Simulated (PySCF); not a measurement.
**Frontier orbitals and the lowest excitations**

C6H5NS.
SMILES with atom numbers: `[CH3:1][CH2:2][C:3]#[C:4][C:5](=[S:6])[C:7]#[N:8]` (hydrogens: H9, H10, H11 on C1; H12, H13 on C2)

Structure used (GFN2-xTB), in Å, numbered top down from 1:
```
atom  x, y, z in Å
C1    -2.352    0.237   -0.160
C2    -1.269   -0.784    0.193
C3     0.049   -0.291   -0.111
C4     1.144    0.147   -0.376
C5     2.399    0.670   -0.693
S6     2.624    2.136   -1.412
C7     3.528   -0.117   -0.365
N8     4.468   -0.722   -0.110
H9    -2.321    0.474   -1.220
H10   -3.333   -0.167    0.078
H11   -2.207    1.155    0.404
H12   -1.311   -1.028    1.259
H13   -1.425   -1.711   -0.367
```

Computed with TDDFT PBE0/def2-SVPD, vertical, gas phase, core orbitals frozen in the response in PySCF.

Frontier orbitals with the atoms that hold most of them (Löwdin shares over 4%, at most four atoms; ? is withheld):

```json
{"orbital": "LUMO+2", "ε (eV)": "0.27", "atoms": "C3 15%, C2 14%, S6 14%, C1 12%"}
{"orbital": "LUMO+1", "ε (eV)": "-0.42", "atoms": "C3 17%, C4 15%, S6 15%, N8 14%"}
{"orbital": "LUMO", "ε (eV)": "-3.87", "atoms": "S6 38%, C5 26%, C3 11%, N8 10%"}
{"orbital": "HOMO", "ε (eV)": "-7.28", "atoms": "?"}
{"orbital": "HOMO-1", "ε (eV)": "-8.15", "atoms": "?"}
{"orbital": "HOMO-2", "ε (eV)": "-8.74", "atoms": "C4 35%, C3 33%, S6 7%, C5 6%"}
{"orbital": "HOMO-3", "ε (eV)": "-9.73", "atoms": "N8 30%, C7 22%, C4 14%, C5 11%"}
```

Q: Give the leading atoms of the HOMO.

A: S6 (bonded to C) 75%; C5 (bonded to 2 C and S) 11%; C4 (bonded to 2 C) 5%. By element: sulfur 75%, carbon 16% or more.

Q: Which atoms hold the HOMO-1, and with what shares?

A: S6 (bonded to C) 35%; C3 (bonded to 2 C) 20%; C4 (bonded to 2 C) 19%; C5 (bonded to 2 C and S) 13%. By element: carbon 52% or more, sulfur 35%.

Q: The HOMO–LUMO gap is 3.41 eV. Where does the response calculation put the lowest singlet, and from which orbitals?

A: S1 is at 1.78 eV (f = 0.0000), 1.63 eV below the gap, made of HOMO→LUMO (100%). 

Q: One configuration dominates each of S1, S2, S3 and S6. Which, and how do the shares of the two leading atoms of either orbital change from the occupied to the empty one?

A: 
- S1 (1.78 eV, f 0.0000), HOMO→LUMO (100%): S6 75% → 38%, C5 11% → 26%
- S2 (3.40 eV, f 0.0003), HOMO-2→LUMO (99%): C4 35% → at most 10%, C3 33% → 11%, S6 7% → 38%, C5 6% → 26%
- S3 (4.01 eV, f 0.271), HOMO-1→LUMO (92%): S6 35% → 38%, C3 20% → 11%, C5 13% → 26%
- S6 (5.68 eV, f 0.086), HOMO→LUMO+1 (89%): S6 75% → 15%, C5 11% → at most 14%, C3 at most 4% → 17%, C4 5% → 15%

Cost: about 90 s of CPU time on one thread (grids of density and orbitals included); the machine was shared, so the figure is rough.
